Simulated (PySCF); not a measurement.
ScO (doublet state).
SMILES: `[O][Sc]`

Computed, not measured: PBE0-D3(BJ)/def2-SVP geometry optimisation, gas phase in PySCF.

Take the most abundant isotopes and a rigid rotor. 

Q: What are the moment of inertia and the rotational constant?

A: I = 31.675 u·Å², B = 505379 MHz·u·Å²/I = 15955 MHz (0.5322 cm⁻¹, or 0.766 K as hB/k). For two atoms I = μr² with μ = 11.7975 u and r = 1.6386 Å.

If the electronic state has orbital angular momentum about the axis (Π, Δ; not determined here), the simple ladder of levels BJ(J+1) doesn't apply.

PBE0-D3(BJ)/def2-SVP frequencies: not computed here. ⟨S²⟩ = 0.752 (exact for a doublet: 0.75). No vibrational averaging or centrifugal distortion is included, and the geometry carries the error of its method.

***

Species: COSe.
InChI=1S/COSe/c2-1-3

Theory: PBE0-D3(BJ)/def2-SVP geometry optimisation, gas phase (PySCF).

Masses are those of the commonest isotopes; rigid-rotor values at the optimised geometry. 

Q: What are the moment of inertia and the rotational constant?

A: I = 125.250 u·Å², B = 505379 MHz·u·Å²/I = 4035 MHz (0.1346 cm⁻¹, or 0.194 K as hB/k).

Q: List the first levels of a rigid rotor in a Σ state.

A: E(J) = BJ(J+1): J = 1: 0.269, J = 2: 0.808, J = 3: 1.615, J = 4: 2.692, J = 5: 4.038, J = 6: 5.653 cm⁻¹.

Q: Where do the first rotational lines fall?

A: The dipole is 0.69 D; J+1 ← J lies at 2B(J+1): 1 ← 0 at 8.07 GHz, 2 ← 1 at 16.14 GHz, 3 ← 2 at 24.21 GHz, 4 ← 3 at 32.28 GHz, 5 ← 4 at 40.35 GHz, 6 ← 5 at 48.42 GHz.

Stationary, but not proved a minimum. Constants of a rigid frame at the computed geometry: no zero-point averaging, no centrifugal distortion.
